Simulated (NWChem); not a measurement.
System: AlSiH4Cl; SMILES [SiH3][AlH][Cl]

Output (shortened):

```
             Northwest Computational Chemistry Package (NWChem) 7.3.0
             --------------------------------------------------------

 C1  symmetry detected

                             Geometry "geometry" -> ""
                             -------------------------

 Output coordinates in angstroms (scale by  1.889725989 to convert to a.u.)

  No.       Tag          Charge          X              Y              Z
 ---- ---------------- ---------- -------------- -------------- --------------
    1 Al                  13.0000    -0.79496337    -0.17499860    -0.00169170
    2 Cl                  17.0000     0.38292295    -1.93000284    -0.00011357
    3 H                    1.0000    -2.36381061    -0.39860906     0.00991726
    4 Si                  14.0000     0.32407866     2.00219500    -0.00077984
    5 H                    1.0000     0.13435877     2.67115826     1.32753782
    6 H                    1.0000    -0.27453792     2.89923759    -1.04120926
    7 H                    1.0000     1.79172213     1.88251330    -0.26140544

 Effective nuclear repulsion energy (a.u.)     163.9774173969

                                 NWChem DFT Module
                                 -----------------

 Summary of "ao basis" -> "ao basis" (spherical)
 ------------------------------------------------------------------------------
       Tag                 Description            Shells   Functions and Types
 ---------------- ------------------------------  ------  ---------------------
 Al                         def2-svp                 8       18   4s3p1d
 Cl                         def2-svp                 8       18   4s3p1d
 H                          def2-svp                 3        5   2s1p
 Si                         def2-svp                 8       18   4s3p1d

            General Information
            -------------------
          SCF calculation type: DFT
          Wavefunction type:  closed shell.
          No. of atoms     :     7
          No. of electrons :    48
           Alpha electrons :    24
            Beta electrons :    24
          Charge           :     0
          Spin multiplicity:     1
          Use of symmetry is: off; symmetry adaption is: off
          Maximum number of iterations: 150
          AO basis - number of functions:    74
                     number of shells:    36
          Convergence on energy requested:  1.00D-06
          Convergence on density requested:  1.00D-05
          Convergence on gradient requested:  5.00D-04

              XC Information
              --------------
                       M06-2X Method XC Functional
                     Hartree-Fock (Exact) Exchange  0.540
                        M06-2X Exchange Functional  1.000
                      M06-2X Correlation Potential  1.000

             Grid Information
             ----------------
          Grid used for XC integration:  xfine
          Radial quadrature: Mura-Knowles
          Angular quadrature: Lebedev.
          Tag              B.-S. Rad. Rad. Pts. Rad. Cut. Ang. Pts.
          ---              ---------- --------- --------- ---------
          Al                  1.25      125          11.0      1454
          Cl                  1.00      125          13.0      1454
          H                   0.35      100          12.0      1202
          Si                  1.10      125          11.0      1454
          Grid pruning is: on
          Number of quadrature shells:   775
          Spatial weights used:  Erf1

      Superposition of Atomic Density Guess
      -------------------------------------

 Sum of atomic energies:        -991.85059678

      Non-variational initial energy
      ------------------------------

 Total energy =    -992.391820
 1-e energy   =   -1700.687377
 2-e energy   =     544.318139
 HOMO         =      -0.285099
 LUMO         =      -0.011524

     ---------------------------------------------
      Total Density - Mulliken Population Analysis
     ---------------------------------------------

    Atom       Charge   Shell Charges
 -----------   ------   -------------------------------------------------------
    1 Al  13    12.09   2.00  1.99  0.95  0.18  5.93  0.56  0.37  0.10
    2 Cl  17    17.51   2.00  1.99  1.23  0.71  5.94  2.20  3.42  0.01
    3 H    1     1.22   0.71  0.50  0.01
    4 Si  14    14.01   2.00  1.99  1.03  0.34  5.94  1.18  1.46  0.08
    5 H    1     1.05   0.68  0.36  0.01
    6 H    1     1.05   0.68  0.36  0.01
    7 H    1     1.06   0.69  0.36  0.01

   convergence    iter        energy       DeltaE   RMS-Dens  Diis-err
 ---------------- ----- ----------------- --------- --------- ---------
 d= 0,ls=0.0,diis     1   -994.1761919467 -1.16D+03  1.05D-02  1.85D-01
 d= 0,ls=0.0,diis     2   -994.1987609421 -2.26D-02  4.65D-03  7.04D-02
 d= 0,ls=0.0,diis     3   -994.2091414197 -1.04D-02  9.02D-04  3.49D-03
 d= 0,ls=0.0,diis     4   -994.2096738813 -5.32D-04  1.95D-04  6.10D-05
 d= 0,ls=0.0,diis     5   -994.2096871684 -1.33D-05  6.04D-05  6.11D-06
  Resetting Diis
 d= 0,ls=0.0,diis     6   -994.2096884223 -1.25D-06  5.75D-06  6.59D-08
 d= 0,ls=0.0,diis     7   -994.2096884364 -1.41D-08  1.39D-06  3.33D-09

         Total DFT energy =     -994.209688436385
      One electron energy =    -1702.764049778249
           Coulomb energy =      613.853294868661
    Exchange-Corr. energy =      -69.276350923686
 Nuclear repulsion energy =      163.977417396890

 Numeric. integr. density =       48.000000100988

                       DFT Final Molecular Orbital Analysis
                       ------------------------------------

 Vector   22  Occ=2.000000D+00  E=-3.921701D-01
              MO Center=  3.1D-01, -1.7D+00,  1.4D-02, r^2= 2.0D+00
   Bfn.  Coefficient  Atom+Function         Bfn.  Coefficient  Atom+Function
  ----- ------------  ---------------      ----- ------------  ---------------
    31      0.614894  2 Cl pz                28      0.446453  2 Cl pz
    25      0.259089  2 Cl pz                13      0.104400  1 Al pz
    10      0.075711  1 Al pz                60     -0.068526  5 H  s
    54     -0.057358  4 Si pz                51     -0.051261  4 Si pz
    65      0.048407  6 H  s                  7     -0.045935  1 Al pz

 Vector   23  Occ=2.000000D+00  E=-3.908824D-01
              MO Center=  9.9D-02, -1.2D+00, -2.7D-03, r^2= 3.4D+00
   Bfn.  Coefficient  Atom+Function         Bfn.  Coefficient  Atom+Function
  ----- ------------  ---------------      ----- ------------  ---------------
    29      0.531796  2 Cl px                26      0.402091  2 Cl px
    23      0.231521  2 Cl px                 3      0.153392  1 Al s
     9      0.136094  1 Al py                38      0.135932  3 H  s
    12      0.131545  1 Al py                37      0.113207  3 H  s
    50     -0.104759  4 Si py                 2      0.093333  1 Al s

 Vector   24  Occ=2.000000D+00  E=-3.244935D-01
              MO Center= -3.6D-01,  6.1D-01, -5.8D-04, r^2= 4.3D+00
   Bfn.  Coefficient  Atom+Function         Bfn.  Coefficient  Atom+Function
  ----- ------------  ---------------      ----- ------------  ---------------
    53      0.279657  4 Si py                50      0.253210  4 Si py
    45     -0.221601  4 Si s                 37      0.219245  3 H  s
    38      0.216800  3 H  s                 30      0.213112  2 Cl py
     9     -0.187184  1 Al py                 8     -0.166484  1 Al px
     3     -0.162033  1 Al s                 29      0.162691  2 Cl px

 Vector   25  Occ=0.000000D+00  E=-4.796437D-02
              MO Center= -6.6D-01,  3.7D-02, -2.1D-02, r^2= 4.2D+00
   Bfn.  Coefficient  Atom+Function         Bfn.  Coefficient  Atom+Function
  ----- ------------  ---------------      ----- ------------  ---------------
    13      0.716549  1 Al pz                10      0.332129  1 Al pz
    31     -0.273243  2 Cl pz                61     -0.248259  5 H  s
    54      0.203232  4 Si pz                66      0.194635  6 H  s
     7     -0.181556  1 Al pz                28     -0.129286  2 Cl pz
    60     -0.102473  5 H  s                 65      0.080574  6 H  s

 Vector   26  Occ=0.000000D+00  E= 2.039929D-02
              MO Center= -2.2D-01,  3.4D-01,  3.5D-02, r^2= 5.3D+00
   Bfn.  Coefficient  Atom+Function         Bfn.  Coefficient  Atom+Function
  ----- ------------  ---------------      ----- ------------  ---------------
     4      0.907182  1 Al s                 52      0.606211  4 Si px
    22     -0.572353  2 Cl s                 11      0.540692  1 Al px
    71     -0.433678  7 H  s                 66      0.397401  6 H  s
    12     -0.388569  1 Al py                45     -0.357845  4 Si s
    30     -0.343624  2 Cl py                61      0.273657  5 H  s

 Vector   27  Occ=0.000000D+00  E= 3.596028D-02
              MO Center= -7.0D-01,  8.0D-01,  3.7D-02, r^2= 5.2D+00
   Bfn.  Coefficient  Atom+Function         Bfn.  Coefficient  Atom+Function
  ----- ------------  ---------------      ----- ------------  ---------------
     4      1.498662  1 Al s                 45     -1.113757  4 Si s
    38     -0.819939  3 H  s                 53      0.732686  4 Si py
    12      0.682253  1 Al py                71      0.597993  7 H  s
    44     -0.334659  4 Si s                  3      0.233633  1 Al s
    11     -0.207837  1 Al px                43     -0.185999  4 Si s

     ---------------------------------------------
      Total Density - Mulliken Population Analysis
     ---------------------------------------------

    Atom       Charge   Shell Charges
 -----------   ------   -------------------------------------------------------
    1 Al  13    12.37   2.00  1.98  1.00  0.06  5.93  0.82  0.42  0.16
    2 Cl  17    17.30   2.00  1.99  1.23  0.73  5.94  2.13  3.27  0.01
    3 H    1     1.16   0.71  0.45  0.01
    4 Si  14    14.01   2.00  1.98  1.02  0.32  5.93  1.32  1.31  0.12
    5 H    1     1.06   0.72  0.33  0.01
    6 H    1     1.06   0.72  0.33  0.01
    7 H    1     1.05   0.72  0.32  0.01

     -------------------------------------------
      Total Density - Lowdin Population Analysis
     -------------------------------------------

    Atom       Charge   Shell Charges
 -----------   ------   -------------------------------------------------------
    1 Al  13    12.72   2.00  1.94  0.68  0.32  5.81  0.92  0.76  0.27
    2 Cl  17    17.07   2.00  1.96  1.03  0.79  5.83  2.25  3.21  0.01
    3 H    1     1.14   0.63  0.50  0.01
    4 Si  14    13.84   2.00  1.94  0.68  0.38  5.83  1.34  1.50  0.17
    5 H    1     1.08   0.63  0.42  0.02
    6 H    1     1.08   0.63  0.42  0.02
    7 H    1     1.07   0.63  0.42  0.02

     Multipole analysis of the density
     ---------------------------------

     L   x y z        total         alpha         beta         nuclear
     -   - - -        -----         -----         ----         -------
     0   0 0 0     -0.000000    -24.000000    -24.000000     48.000000

     1   1 0 0     -0.253530     -0.126765     -0.126765     -0.000000
     1   0 1 0      0.403710      0.201855      0.201855     -0.000000
     1   0 0 1     -0.008383     -0.004191     -0.004191      0.000000

     2   2 0 0    -32.693210    -53.967674    -53.967674     75.242137
     2   1 1 0     -0.224116     -4.052884     -4.052884      7.881653
     2   1 0 1      0.024480      0.037925      0.037925     -0.051371
     2   0 2 0    -34.967512   -265.829859   -265.829859    496.692205
     2   0 1 1      0.007116     -0.026820     -0.026820      0.060756
     2   0 0 2    -28.588309    -19.498892    -19.498892     10.409476

            General Information
            -------------------
          SCF calculation type: DFT
          Wavefunction type:  closed shell.
          No. of atoms     :     7
          No. of electrons :    48
           Alpha electrons :    24
            Beta electrons :    24
          Charge           :     0
          Spin multiplicity:     1
          Use of symmetry is: off; symmetry adaption is: off
          Maximum number of iterations: 150
          AO basis - number of functions:    74
                     number of shells:    36
          Convergence on energy requested:  1.00D-06
          Convergence on density requested:  1.00D-05
          Convergence on gradient requested:  5.00D-04

              XC Information
              --------------
                       M06-2X Method XC Functional
                     Hartree-Fock (Exact) Exchange  0.540
                        M06-2X Exchange Functional  1.000
                      M06-2X Correlation Potential  1.000

             Grid Information
             ----------------
          Grid used for XC integration:  xfine
          Radial quadrature: Mura-Knowles
          Angular quadrature: Lebedev.
          Tag              B.-S. Rad. Rad. Pts. Rad. Cut. Ang. Pts.
          ---              ---------- --------- --------- ---------
          Al                  1.25      125          11.0      1454
          Cl                  1.00      125          13.0      1454
          H                   0.35      100          12.0      1202
          Si                  1.10      125          11.0      1454
          Grid pruning is: on
          Number of quadrature shells:   775
          Spatial weights used:  Erf1

          Convergence Information
          -----------------------
          Convergence aids based upon iterative change in
          total energy or number of iterations.
          Levelshifting, if invoked, occurs when the
          HOMO/LUMO gap drops below (HL_TOL):  1.00D-02
          DIIS, if invoked, will attempt to extrapolate
          using up to (NFOCK): 10 stored Fock matrices.

                    Damping( 0%)  Levelshifting(0.5)       DIIS
                  --------------- ------------------- ---------------
          dE  on:    start            ASAP                start
          dE off:    2 iters        150 iters           150 iters

                            NWChem DFT Gradient Module
                            --------------------------

  charge          =   0.00
  wavefunction    = closed shell

                         DFT ENERGY GRADIENTS

    atom               coordinates                        gradient
                 x          y          z           x          y          z
   1 Al     -1.502263  -0.330699  -0.003197    0.001609   0.001034  -0.000012
   2 Cl      0.723619  -3.647177  -0.000215    0.001060  -0.001829   0.000003
   3 H      -4.466954  -0.753262   0.018741   -0.003245  -0.000444   0.000039
   4 Si      0.612420   3.783600  -0.001474   -0.000703  -0.001877  -0.000176
   5 H       0.253901   5.047757   2.508683   -0.000341   0.001347   0.002442
   6 H      -0.518801   5.478765  -1.967600   -0.001067   0.001774  -0.001861
   7 H       3.385864   3.557434  -0.493985    0.002686  -0.000005  -0.000435
```

Level: M06-2X/def2-SVP. Coordinates come from a PBE0/def2-SVP optimisation.

**Question.** Which NWChem input produces such a log?

**Answer.** One answer among several that fit: the input that was run:
```
start job
memory heap 200 mb stack 900 mb global 1100 mb
geometry units angstroms noautoz
  Al    -0.757942    -0.158441     0.002238
  Cl     0.454203    -1.889960    -0.000003
  H     -2.322042    -0.412834     0.019369
  Si     0.318096     2.040322    -0.001132
  H      0.119906     2.705745     1.327727
  H     -0.301662     2.925180    -1.039615
  H      1.786889     1.949441    -0.266866
end
basis spherical
  * library def2-svp
end
dft
  xc m06-2x
  grid xfine
  iterations 150
  mulliken
end
task dft gradient
```
